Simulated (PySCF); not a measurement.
Work out the structure from these simulated measurements.

Formula: C4H4N4.

- 1H NMR: chemical shifts (computed TMS as zero) by class: 8.13 (1 H), 4.33 (3 H) ppm [GIAO PBE0/pcSseg-1]
- UV, first state: lowest singlet excitation: 5.26 eV (236 nm, f = 0.003) [TDDFT CAM-B3LYP/def2-SVPD]
- Triplet: lowest triplet excitation (Tamm–Dancoff): 4.03 eV [TDA CAM-B3LYP/def2-SVPD]
- Dipole: 1.90 D [CAM-B3LYP/def2-SVPD]
- NMR, other nuclei: isotropic shieldings of nuclei other than C and H, by class: -150 (1 N), -121 (1 N), -78 (1 N), 1 (1 N) ppm [GIAO PBE0/pcSseg-1]
- UV, strongest line: among the 8 lowest singlet transitions: S2 at 5.99 eV (207 nm, f = 0.232) [TDDFT CAM-B3LYP/def2-SVPD]
- 13C NMR: chemical shifts (computed TMS as zero) by class: 145.1 (1 C), 119.2 (1 C), 115.1 (1 C), 35.0 (1 C) ppm [GIAO PBE0/pcSseg-1]
- Polarisability: 70.2 au [CAM-B3LYP/def2-SVPD]
- Rotational structure: rotational constants A, B, C: 3.895, 2.016, 1.339 GHz [GFN2-xTB]

The electronic properties come from PySCF, for the isolated species, density fitting. Levels stand in brackets. Isolated species at its GFN2-xTB geometry, gas phase. GFN2-xTB frequencies show an imaginary mode (82i cm⁻¹), so this geometry is no minimum at that level. NMR values are class means; diastereotopic atoms form classes of their own.

**Question.** Propose a structure and show how it fits.

**Answer.** Numbering: `[CH3:1][n:2]1[n:3][n:4][cH:5][c:6]1[C:7]#[N:8]`. Its formula, C4H4N4, gives 5 degrees of unsaturation: 1 ring and 4 π bonds in the structure found (Kekulé form). 4 carbons fall into 4 classes; from least to most shielded: aromatic CH next to a ring nitrogen [C5] (145.1 ppm), substituted aromatic carbon [C6] (119.2 ppm), nitrile carbon [C7] (115.1 ppm), N-methyl carbon [C1] (35.0 ppm). Hydrogen classes from least to most shielded: 1 H on an aromatic CH next to a ring nitrogen, C5 (8.13 ppm), 3 H on an N-methyl carbon, C1 (4.33 ppm). The other shieldings belong to: -150 ppm, pyridine-type nitrogen [N3]; -121 ppm, pyridine-type nitrogen [N4]; -78 ppm, nitrile nitrogen [N8]; 1 ppm, pyrrole-type nitrogen [N2]. S1 is mainly HOMO−1→LUMO (weight 0.93); the largest Löwdin shares of the orbital it empties are 0.47 on a pyridine-type nitrogen, 0.27 on a pyridine-type nitrogen, 0.10 on the aromatic CH next to a ring nitrogen and 0.08 on the pyrrole-type nitrogen, of the orbital it fills 0.17 on the nitrile nitrogen, 0.16 on the pyrrole-type nitrogen, 0.16 on a pyridine-type nitrogen and 0.15 on the substituted aromatic carbon. By its constants the optimised geometry is an asymmetric top. Structure: `Cn1nncc1C#N`. Computed isomers that give other values at the same levels: `Cn1ncc(C#N)n1` (13C chemical shifts (computed TMS as zero) by class: 146.7 (1 C), 126.9 (1 C), 117.2 (1 C), 42.0 (1 C) ppm). The assignments are read from this structure; whether some other isomer fits the data as well wasn't checked.
